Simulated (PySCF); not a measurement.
Atoms are numbered as in `[CH3:1][O:2][C:3](=[O:4])/[C:5]([SiH3:6])=[CH:7]\[SiH3:8]`. Hydrogens are named by the atom that carries them.

Theory: σ from GIAO-PBE0/pcSseg-1, geometry from GFN2-xTB, in PySCF 2.14 (relativity neglected, equivalent nuclei averaged, in vacuum, one conformer).

Problem. List the cross peaks expected in HSQC, COSY and HMBC spectra.

Solution. 

HSQC (one-bond C–H):
```
          δH          δC
8.34 (H(C7))  182.8 (C7)
4.22 (H(C1))   52.9 (C1)
```

COSY cross peaks (H two or three bonds apart, from the bond graph; peaks can be absent where the dihedral angle is near 90°):
```
          δH             δH
8.34 (H(C7))  4.33 (H(Si8))
```

HMBC (two and three bonds, from the bond graph):
```
           δH                                  δC
 8.34 (H(C7))              177.7 (C3), 150.2 (C5)
4.33 (H(Si8))              182.8 (C7), 150.2 (C5)
4.27 (H(Si6))  182.8 (C7), 177.7 (C3), 150.2 (C5)
 4.22 (H(C1))                          177.7 (C3)
```

Referencing at the same level of theory: ¹H (σref 31.72) and ¹³C (σref 186.93) against TMS.

Short H···H contacts in this conformer between protons four or more bonds apart (candidates for NOE cross peaks, intensity ∝ r⁻⁶): H(Si6)···H(C7) 2.80 Å.

Shifts are as computed. Against solution values, carbons near 30 ppm lie about +3 ppm off and those near 130 ppm about +5 ppm. Of 1309 compounds with measured shifts, 239 miss one by over three times the rms of a fit or turn the order of signals round; such compounds aren't used in these exercises.
